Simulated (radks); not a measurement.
The numbers below are computed, except where a source is named.
Mean orbital radii <r> (bohr) of the barium ion Ba+, [Xe] 6s1, at several levels of relativity; Dirac values are averaged over j with weights 2j + 1. Spin-unpolarised spherical Kohn-Sham, PBE, point nucleus unless stated (finite: rms radius 4.8378 fm), a radial shooting solver on a logarithmic mesh with Libxc functionals. A level marked "c x" has the speed of light scaled by that factor.

[
 {"shell": "2p", "non-rel.": "0.09900", "scalar-rel., finite nucleus": "0.09619", "Dirac": "0.09593", "Dirac, c x 5": "0.09888", "change of magnitude, last against first (%)": "-0.12"},
 {"shell": "3s", "non-rel.": "0.3063", "scalar-rel., finite nucleus": "0.2920", "Dirac": "0.2916", "Dirac, c x 5": "0.3058", "change of magnitude, last against first (%)": "-0.19"},
 {"shell": "3p", "non-rel.": "0.2964", "scalar-rel., finite nucleus": "0.2899", "Dirac": "0.2895", "Dirac, c x 5": "0.2961", "change of magnitude, last against first (%)": "-0.09"},
 {"shell": "3d", "non-rel.": "0.2671", "scalar-rel., finite nucleus": "0.2666", "Dirac": "0.2666", "Dirac, c x 5": "0.2670", "change of magnitude, last against first (%)": "-0.01"},
 {"shell": "4s", "non-rel.": "0.7037", "scalar-rel., finite nucleus": "0.6739", "Dirac": "0.6739", "Dirac, c x 5": "0.7025", "change of magnitude, last against first (%)": "-0.16"},
 {"shell": "4p", "non-rel.": "0.7281", "scalar-rel., finite nucleus": "0.7155", "Dirac": "0.7150", "Dirac, c x 5": "0.7276", "change of magnitude, last against first (%)": "-0.07"},
 {"shell": "4d", "non-rel.": "0.7957", "scalar-rel., finite nucleus": "0.8003", "Dirac": "0.8006", "Dirac, c x 5": "0.7959", "change of magnitude, last against first (%)": "+0.02"},
 {"shell": "5s", "non-rel.": "1.705", "scalar-rel., finite nucleus": "1.637", "Dirac": "1.637", "Dirac, c x 5": "1.703", "change of magnitude, last against first (%)": "-0.15"},
 {"shell": "5p", "non-rel.": "1.929", "scalar-rel., finite nucleus": "1.911", "Dirac": "1.911", "Dirac, c x 5": "1.929", "change of magnitude, last against first (%)": "-0.04"},
 {"shell": "5d (empty)", "non-rel.": "2.977", "scalar-rel., finite nucleus": "3.097", "Dirac": "3.100", "Dirac, c x 5": "2.982", "change of magnitude, last against first (%)": "+0.15"},
 {"shell": "6s", "non-rel.": "4.477", "scalar-rel., finite nucleus": "4.330", "Dirac": "4.332", "Dirac, c x 5": "4.472", "change of magnitude, last against first (%)": "-0.12"},
 {"shell": "6p (empty)", "non-rel.": "5.422", "scalar-rel., finite nucleus": "5.411", "Dirac": "5.408", "Dirac, c x 5": "5.421", "change of magnitude, last against first (%)": "-0.01"}
]
